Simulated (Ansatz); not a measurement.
H5InO3Se (`[OH][In-]([OH])([OH])[SeH2+]`). Total charge 0; spin multiplicity 1. In takes the def2 core potential.

```xyz
10

O     1.759    0.297    1.010
In   -0.141    0.488    0.435
O    -0.490    1.369   -1.327
O    -1.586    0.394    1.797
Se   -0.204   -2.120   -0.812
H     1.849    0.292    1.966
H     0.265    1.883   -1.622
H    -2.388    0.825    1.492
H     1.262   -2.034   -0.854
H    -0.328   -1.395   -2.085
```

Problem. List the harmonic frequencies (cm⁻¹, unscaled) at PBE0-D4/def2-TZVP in Ansatz. (Best estimate.)

Solution. The calculation gave: 38, 53, 73, 106, 111, 115, 148, 230, 242, 258, 343, 383, 566, 590, 600, 796, 811, 819, 1061, 2443, 2455, 3888, 3890, 3891.

Problem. Is this a minimum?

Solution. Yes, all 24 modes are real.

Problem. Give the ideal-gas thermochemistry at 298.15 K and 1 bar (rigid rotor, harmonic oscillator; point group C1, symmetry number 1).

Solution. Zero-point energy 143.0 kJ/mol; H(298) − E = 174.5 kJ/mol; entropy 453.0 J/(mol·K), of which translation 177.6, rotation 123.7, vibration 151.7; G(298) − E = 39.4 kJ/mol. Modes under 100 cm⁻¹ are hindered rotations or soft bends, so the harmonic entropy is rough.

Problem. And at 400, 500, 600, 800 and 1000 K?

Solution. 
```
T (K)  H − E (kJ/mol)  S (J/mol/K)  G − E (kJ/mol)
  400           190.3        498.6            -9.1
  500           207.0        535.8           -60.9
  600           224.5        567.6          -116.1
  800           261.0        620.0          -235.0
 1000           299.1        662.5          -363.4
```

Problem. Rotational constants (cm⁻¹)?

Solution. 0.08069, 0.02882, 0.02879.
